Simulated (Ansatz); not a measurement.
Computed with Ansatz.

`C[OH+][Al-]([CH3])([CH3])[Cl]`. The species carries charge 0 and has multiplicity 1. All single points use the PBE0-D4/def2-TZVP geometry. It is one conformer, not always the lowest.

```xyz
16

C     0.962   -1.950    0.095
O     0.042   -1.130    0.824
Al   -0.374    0.761    0.384
C     1.179    1.342   -0.657
C    -2.171    0.712   -0.375
Cl   -0.273    1.272    2.495
H     0.644   -1.931   -0.945
H     1.977   -1.559    0.172
H     0.913   -2.972    0.470
H     0.244   -1.118    1.770
H     1.251    0.842   -1.629
H     2.126    1.189   -0.131
H     1.109    2.415   -0.867
H    -2.197    0.179   -1.333
H    -2.885    0.225    0.295
H    -2.546    1.722   -0.566
```

(1) What is the dipole moment at ωB97M-V/def2-TZVPP? (An estimate is asked.)

(2) And with PBE, r2SCAN, B3LYP? (Estimate.)

(3) Give the Mulliken charges with ωB97M-V, B3LYP, PBE in def2-TZVPP. (An estimate is asked.)

Answers

(1) The calculation gave: 5.09 D, with components (1.97, -4.50, -1.32) D in this frame, pointing from negative to positive charge.

(2) The calculation gave: PBE 4.89 D, r2SCAN 5.04 D, B3LYP 5.06 D.

(3) The calculation gave: 
```
atom  ωB97M-V  B3LYP    PBE
  C1    -0.21  -0.16  -0.17
  O2    -0.15  -0.17  -0.11
 Al3     0.53   0.55   0.45
  C4    -0.56  -0.47  -0.46
  C5    -0.54  -0.46  -0.45
 Cl6    -0.33  -0.37  -0.34
  H7     0.14   0.12   0.12
  H8     0.15   0.14   0.13
  H9     0.15   0.14   0.13
 H10     0.20   0.20   0.19
 H11     0.10   0.07   0.08
 H12     0.10   0.08   0.08
 H13     0.11   0.09   0.10
 H14     0.09   0.07   0.08
 H15     0.10   0.08   0.09
 H16     0.11   0.08   0.09
```

B3LYP here is the variant with VWN-RPA as its local correlation; programs differ in this.
